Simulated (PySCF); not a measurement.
Species: CH₁₀Si₃.
Bonds: C1–Si2, Si2–Si3, Si2–Si4. Hydrogens: H5, H6, H7 on C1; H8 on Si2; H9, H10, H11 on Si3; H12, H13, H14 on Si4.

Method: PBE0-D3(BJ)/def2-SVP geometry optimisation, gas phase (PySCF); density fitting, grid level 1; the optimiser is geomeTRIC in internal coordinates, started from a GFN2-xTB structure with every atom displaced at random (about 0.01 Å).

Step 0: E = -24813.2465 eV
```
atom  x, y, z in Å  |  force x, y, z in eV/Å
C1      0.1326    1.7426   -0.8183   -1.063   0.409   0.041
Si2    -0.0868    0.2654    0.3454    0.342   0.571  -0.335
Si3    -2.0015   -0.9191   -0.2771    0.483  -0.259   0.574
Si4     1.9498   -0.9130    0.3696   -1.509  -0.612   0.229
H5     -0.7797    2.3860   -0.8293    0.278  -0.341   0.108
H6      0.9482    2.3997   -0.5376    0.541   0.189   0.284
H7      0.2905    1.4448   -1.8469    0.166  -0.300  -0.614
H8     -0.2864    0.8762    1.6786   -0.114  -0.064   0.452
H9     -3.2199   -0.1243   -0.2622   -0.565   0.632   0.027
H10    -1.8613   -1.4852   -1.6058    0.169  -0.283  -0.863
H11    -2.2322   -2.0494    0.6416   -0.010  -0.328   0.306
H12     1.8572   -2.0459    1.3083   -0.018  -0.333   0.317
H13     3.0598   -0.1156    0.7553    1.137   1.043   0.428
H14     2.2225   -1.4773   -0.9343    0.162  -0.323  -0.955
```

Question: Estimate the geometry and energy of step 1. (The exact step hangs on the optimiser's Hessian estimate; all steps are aligned on step 0, rigid shifts and turns removed.)

Answer: E = -24813.4615 eV, largest force 0.344 eV/Å
```
atom  x, y, z in Å  |  force x, y, z in eV/Å
C1      0.1099    1.8284   -0.8548    0.086   0.017  -0.062
Si2    -0.0696    0.3638    0.3303   -0.058  -0.100   0.070
Si3    -1.9135   -0.9707   -0.2485   -0.036   0.147  -0.060
Si4     1.8488   -0.9872    0.3724    0.216   0.264  -0.043
H5     -0.8038    2.4401   -0.8470   -0.056   0.009   0.028
H6      0.9503    2.4762   -0.5556   -0.023  -0.063   0.006
H7      0.2844    1.5002   -1.8916    0.008  -0.049   0.045
H8     -0.2931    0.8839    1.7225    0.002  -0.037  -0.032
H9     -3.1417   -0.1106   -0.2274   -0.030  -0.086  -0.036
H10    -1.7365   -1.5283   -1.6295   -0.013   0.033   0.034
H11    -2.1079   -2.1154    0.6926    0.029   0.009   0.038
H12     1.7341   -2.1282    1.3301   -0.054   0.012   0.034
H13     3.0119   -0.1184    0.7863   -0.076  -0.196  -0.078
H14     2.1196   -1.5489   -0.9926    0.006   0.040   0.055
```

The energy changes by -0.2151 eV. The first-order estimate −F·Δx gives -0.5184 eV and the mean of the old and new forces, exact on a quadratic surface, -0.2209 eV. The step makes an angle of 68° with the force vector and moves no atom by more than 0.150 Å.

The cost below is that of the whole optimisation. On one thread of an Arm Neoverse V1, no GPU, shared host with 32 logical CPUs at a one-minute load of 20, this took 37 s of wall time and 0.51 GiB of memory at its peak.
